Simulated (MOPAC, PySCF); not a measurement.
H3AlS3, SMILES `[SH][Al]([SH])[SH]`, neutral singlet in the gas phase. 

Cartesian coordinates (Å):
SMILES: [SH][Al]([SH])[SH]
```xyz
7

S      2.2302    -1.0719     0.0462
Al     0.2168    -0.2719    -0.0671
S     -0.0601     1.8528    -0.4404
S     -1.4183    -1.6757     0.2061
H      2.8071     0.1185    -0.1762
H     -1.3992     1.7985    -0.4144
H     -2.3765    -0.7504     0.0581
```
Charge 0, multiplicity 1.

All levels are single points at this geometry (CAM-B3LYP-D3(BJ)/def2-TZVP); Pople sets use spherical d functions. Orbital energies aren't observables, and empty levels follow the basis.

AM1 in MOPAC gives dipole (D) = 2.33.

**Question.** Estimate the dipole (D) from each of these levels: CAM-B3LYP-D3(BJ)/def2-TZVP in PySCF; B3LYP/3-21G in PySCF; B3LYP/LANL2DZ in PySCF; M06-2X/6-31G* in PySCF; PM6 in MOPAC.

**Answer.** 
```
level                                dipole (D)
-----------------------------------  ----------
CAM-B3LYP-D3(BJ)/def2-TZVP in PySCF        1.58
B3LYP/3-21G in PySCF                       2.43
B3LYP/LANL2DZ in PySCF                     2.49
M06-2X/6-31G* in PySCF                     1.99
PM6 in MOPAC                               1.98
```
